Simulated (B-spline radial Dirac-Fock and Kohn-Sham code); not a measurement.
**The L3-M23M23 Auger spectrum of Dy¹⁹⁺**

System: dysprosium as Dy¹⁹⁺ in the configuration 1s2 2s2 2p6 3s2 3p6 3d10 4s2 4p6 4d10 4f1.

These are calculated numbers from an atomic code on a B-spline grid; the model is relaxed Dirac-Fock hole states (ΔSCF) with Breit and QED corrections and a finite nucleus. The two-hole levels come from diagonalising the Coulomb interaction among the jj configurations; intensities are independent-particle Coulomb rates. Kinetic energies are from the vacuum level. No correlation. Open outer shells are spectators and are not coupled to the holes.

```
kinetic energy (eV)  J  leading jj holes (weight)  leading LS term (weight)
             3491.4  0                M2M2 (1.00)                ³P0 (0.62)
             3663.8  2                M2M3 (1.00)                ¹D2 (0.70)
             3672.4  1                M2M3 (1.00)                ³P1 (1.00)
             3821.4  0                M3M3 (1.00)                ¹S0 (0.62)
             3837.6  2                M3M3 (1.00)                ³P2 (0.70)
```

The intensity is shared as follows: 3837.6 eV 42.8 %, 3663.8 eV 30.5 %, 3672.4 eV 13.2 %, 3821.4 eV 13.1 %, 3491.4 eV 0.3 %.

The strongest line, by its leading LS label ³P2, lies at 3837.6 eV. The mean weight of the leading component is 1.00 in jj and 0.73 in LS coupling, so jj labels describe these levels better.
